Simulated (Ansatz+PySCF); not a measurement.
**singlet AgH: levels of theory in one basis**

```yaml
atoms:
  - { symbol: Ag, position_ang: [0.0000, 0.0000, -0.0365] }
  - { symbol: H, position_ang: [0.0000, 0.0000, 1.7149] }
```

Basis set: def2-SVP (spherical functions, with the set's core potentials past Kr). All electrons outside the core potentials are correlated. Charge 0, multiplicity 1.

Computed with Ansatz (development build ahead of 0.2.0); each method stands on the lowest determinant of its kind that the runs found. NEVPT2 correlates all electrons outside the core potentials. Active spaces start from the frontier orbitals, and the lowest solution found is given.

| method | E − E(RHF) (eV) | <S²> of the determinant |
| --- | --- | --- |
| RHF | 0.00 | 0.00 |
| RHF-MP2 | -9.45 | – |
| RHF-CCSD(T) | -9.56 | – |
| CASSCF(2,2) | -0.53 | – |
| SC-NEVPT2(2,2) | -9.59 | – |

(1) What does RHF-CCSD give on the same scale?

(2) Is a single determinant a sound starting point here?

Results:

(1) -9.28 eV.

(2) By this sign, yes. Unrestricted orbitals gain 0.00 eV and <S²> is 0.00 against 0.00 for a pure state. The CASSCF(2,2) natural occupations are 1.94, 0.06.
